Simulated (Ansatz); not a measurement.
Cost and result for the atomization energy of C₂H₆BFO, SMILES `CBC(O)F` (11 atoms, 10 bonds).

Z-matrix (Å, degrees):
```
C
B 1 1.547
H 1 1.091 2 114.4
H 1 1.103 2 104.3 3 115.0
H 1 1.093 2 115.1 3 -129.2
C 2 1.592 1 121.9 3 157.6
H 2 1.196 1 122.2 3 -28.5
F 6 1.413 2 103.3 1 98.1
O 6 1.374 2 110.8 1 -143.7
H 6 1.098 2 116.0 1 -15.3
H 9 0.962 6 109.7 2 170.7
```

Total charge 0; spin multiplicity 1. All single points use the PBE0-D4/def2-TZVP geometry. It is one conformer, not always the lowest. Program: Ansatz. All runs use 4 threads of an Arm Neoverse V1 on a shared host. Times are those of one run each, without the atoms' runs, and a repeat can differ threefold. Electronic energies, without spin–orbit coupling; frozen cores. CCSD(T)/CBS adds CCSD(T) − MP2 in def2-TZVPP to the MP2 limit, and its time is that of the two runs behind it. T1 = 0.012. B3LYP takes the VWN-RPA correlation (the form of Gaussian; ORCA's B3LYP/G).

CCSD(T)/CBS is a level of theory with its own doubt, some kJ/mol a heavy atom from the limit and from the frozen cores, so smaller differences don't rank the functionals.

| level | functions | wall time |
| --- | --- | --- |
| PBE-D4/def2-TZVPP (with forces) | 239 | 1.9 s |
| PBE0-D4/def2-TZVPP | 239 | 2.1 s |
| B3LYP-D4/def2-TZVPP (with forces) | 239 | 3.5 s |
| r2SCAN-D4/def2-TZVPP (with forces) | 239 | 3.6 s |
| B2PLYP/def2-TZVPP | 239 | 4.2 s |
| ωB97X-V/def2-TZVPP | 239 | 6.5 s |
| ωB97M-V/def2-TZVPP (with forces) | 239 | 9 s |
| MP2/def2-QZVPP | 465 | 19 s |
| CCSD(T)/def2-TZVPP | 239 | 2.3 min |
| CCSD(T)/CBS(def2) | – | 2.6 min |

Problem. What atomization energy does each give, and how far from CCSD(T)/CBS? (Estimate.)

Solution. Computed: 
| level | atomization (kcal/mol) | difference from CCSD(T)/CBS | per bond |
| --- | --- | --- | --- |
| PBE-D4/def2-TZVPP (with forces) | 1028.3 | 27.5 | 2.7 |
| PBE0-D4/def2-TZVPP | 1007.1 | 6.3 | 0.6 |
| B3LYP-D4/def2-TZVPP (with forces) | 1003.9 | 3.1 | 0.3 |
| r2SCAN-D4/def2-TZVPP (with forces) | 1008.3 | 7.5 | 0.7 |
| B2PLYP/def2-TZVPP | 994.4 | -6.4 | -0.6 |
| ωB97X-V/def2-TZVPP | 1004.9 | 4.1 | 0.4 |
| ωB97M-V/def2-TZVPP (with forces) | 1007.2 | 6.4 | 0.6 |
| MP2/def2-QZVPP | 1011.1 | 10.3 | 1.0 |
| CCSD(T)/def2-TZVPP | 976.9 | -23.9 | -2.4 |
| CCSD(T)/CBS(def2) | 1000.8 | 0.0 | 0.0 |

In def2-TZVPP, CCSD(T) changes the Hartree–Fock value by +240.4 kcal/mol (the triples alone add +14.0 kcal/mol) and MP2 by +260.6 kcal/mol; breaking electron pairs costs correlation energy, which Hartree–Fock lacks. From PBE to PBE0 (25 % exact exchange), in def2-TZVPP and without D4, the atomization energy moves by −20.6 kcal/mol: exact exchange takes away binding that semilocal exchange gives to molecules. The D4 term adds +5.9 kcal/mol with B3LYP and +3.1 kcal/mol with PBE0; it sums over pairs of atoms, weighted by their polarisabilities, and B3LYP, whose exchange is more repulsive, gets the larger term.
